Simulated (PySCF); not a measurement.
Molecule: C$_{3}$H$_{9}$BN (charge -1, singlet). It need not be the lowest isomer of its formula. Whether it binds its extra electron was not tested at this geometry. 
Coordinates optimised at B3LYP-D3(BJ)/def2-TZVP (Ansatz):
```xyz
14

C      2.0551    -0.0938     0.1040
N      0.7934    -0.7322    -0.0996
B     -0.4072    -0.0822    -0.0408
C     -1.7777    -0.9148    -0.2900
C     -0.6572     1.5002     0.2621
H      2.6182    -0.5485     0.9413
H      2.7207    -0.2041    -0.7735
H      2.0309     0.9978     0.3218
H     -2.3549    -0.5212    -1.1407
H     -1.5620    -1.9691    -0.4888
H     -2.4574    -0.8657     0.5746
H     -1.1946     1.9811    -0.5681
H     -1.2970     1.6368     1.1458
H      0.2565     2.0793     0.4330
```
Charge -1, spin multiplicity 1.

Dispersion corrections to the total energy (kcal/mol) from the dftd3 and dftd4 libraries through PySCF: D3(BJ) without and D4 with the three-body term, each with the damping fitted for the functional named.

```csv
functional,D3(BJ),D4
TPSSh,-6.66,-8.00
PW6B95,-2.75,(withheld)
BHLYP,-7.45,-7.10
B2PLYP,(withheld),-4.55
B3LYP,-9.79,-10.26
HSE06,-3.70,(withheld)
BP86,-8.81,-8.47
```

### Question
Complete the blanks.

### Answer

- PW6B95, D4: -5.52
- B2PLYP, D3(BJ): -4.43
- HSE06, D4: -5.05
